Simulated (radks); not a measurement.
The bismuth anion Bi3-, [Rn], held by a Watson sphere: a shell of charge +3.09 at radius R that stands for the Madelung well of a crystal (potential energy -3.09/R inside, -3.09/r outside, in hartree with lengths in bohr). Calculated with a radial shooting solver on a logarithmic mesh with Libxc functionals: scalar-relativistic Kohn-Sham, LDA (Slater exchange, Perdew-Wang correlation), spin-polarised, spherical densities, finite nucleus; Fermi nuclear charge, rms radius of each element as measured or else 0.836 A^(1/3) + 0.57 fm. Response by self-consistent Sternheimer equations with the Hartree and adiabatic LDA kernel, the relativistic mass of each level held fixed and spin-orbit coupling left out. The sphere does not respond.

R (bohr),e(5d) (eV),e(6s) (eV),e(6p) (eV),<r> 6p (bohr),sum of <r^2> (bohr^2),X-ray form factor at sin(theta)/lambda = 0.1 1/angstrom,alpha (bohr^3)
3.09,-26.771,-15.890,-6.834,3.050,108.2,79.643,70.28
3.17,-26.594,-15.668,-6.701,3.083,109.6,79.594,73.83
3.21,-26.511,-15.561,-6.635,3.099,110.4,79.569,75.68
3.5,-25.989,-14.853,-6.163,3.217,115.9,79.399,90.63
4.53,-24.853,-13.128,-4.721,3.622,136.6,78.904,169.5
4.54,-24.845,-13.116,-4.709,3.626,136.8,78.900,170.5
